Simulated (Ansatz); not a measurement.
Spectroscopic constants of TaIn, multiplicity 5 (lowest of 2S+1 = 1, 3, 5, 7 at PBE0/def2-TZVPP; our sources give no spin for the ground state, which may be another). No spin–orbit coupling.

The constants come from a fifth-degree fit in 1/R (seven points, main isotopes). Runs in def2 and cc sets follow the lowest solution found near the PBE0 minimum.

Run with Ansatz (Gaussian orbitals). Values without a source in brackets are computed. In def2 rows elements past Kr take small-core potentials, without spin–orbit coupling.

```json
[
 {"level": "SVWN5/def2-TZVPP", "r_e (Å)": "2.784", "ω_e (cm⁻¹)": "154", "α_e (cm⁻¹)": "9.0e-5", "ω_e x_e (cm⁻¹)": "0.33", "dipole (D)": "0.08"},
 {"level": "PBE/def2-TZVPP", "r_e (Å)": "2.848", "ω_e (cm⁻¹)": "142", "α_e (cm⁻¹)": "9.0e-5", "ω_e x_e (cm⁻¹)": "0.32", "dipole (D)": "0.04"},
 {"level": "r2SCAN/def2-TZVPP", "r_e (Å)": "2.816", "ω_e (cm⁻¹)": "148", "α_e (cm⁻¹)": "9.0e-5", "ω_e x_e (cm⁻¹)": "0.36", "dipole (D)": "0.12"},
 {"level": "B97M-V/def2-TZVPP", "r_e (Å)": "2.878", "ω_e (cm⁻¹)": "135", "α_e (cm⁻¹)": "9.3e-5", "ω_e x_e (cm⁻¹)": "0.33", "dipole (D)": "0.03"},
 {"level": "B3LYP/def2-TZVPP", "r_e (Å)": "2.853", "ω_e (cm⁻¹)": "142", "α_e (cm⁻¹)": "9.0e-5", "ω_e x_e (cm⁻¹)": "0.32", "dipole (D)": "0.06"},
 {"level": "PBE0/def2-TZVPP", "r_e (Å)": "2.819", "ω_e (cm⁻¹)": "149", "α_e (cm⁻¹)": "8.9e-5", "ω_e x_e (cm⁻¹)": "0.33", "dipole (D)": "0.06"},
 {"level": "BHLYP/def2-TZVPP", "r_e (Å)": "2.831", "ω_e (cm⁻¹)": "145", "α_e (cm⁻¹)": "1.0e-4", "ω_e x_e (cm⁻¹)": "0.46", "dipole (D)": "0.05"},
 {"level": "CAM-B3LYP/def2-TZVPP", "r_e (Å)": "2.812", "ω_e (cm⁻¹)": "149", "α_e (cm⁻¹)": "9.5e-5", "ω_e x_e (cm⁻¹)": "0.40", "dipole (D)": "0.12"},
 {"level": "wB97X-V/def2-TZVPP", "r_e (Å)": "2.804", "ω_e (cm⁻¹)": "149", "α_e (cm⁻¹)": "0.00011", "ω_e x_e (cm⁻¹)": "0.52", "dipole (D)": "0.26"},
 {"level": "wB97M-V/def2-TZVPP", "r_e (Å)": "2.808", "ω_e (cm⁻¹)": "150", "α_e (cm⁻¹)": "9.8e-5", "ω_e x_e (cm⁻¹)": "0.44", "dipole (D)": "0.01"},
 {"level": "B2PLYP/def2-TZVPP", "r_e (Å)": "2.820", "ω_e (cm⁻¹)": "154", "α_e (cm⁻¹)": "6.2e-5", "ω_e x_e (cm⁻¹)": "0.029", "dipole (D)": "-"}
]
```

Correlated levels freeze the inner cores; with def2 sets outer-core shells near the valence are correlated too.

Ansatz is a first-principles code.
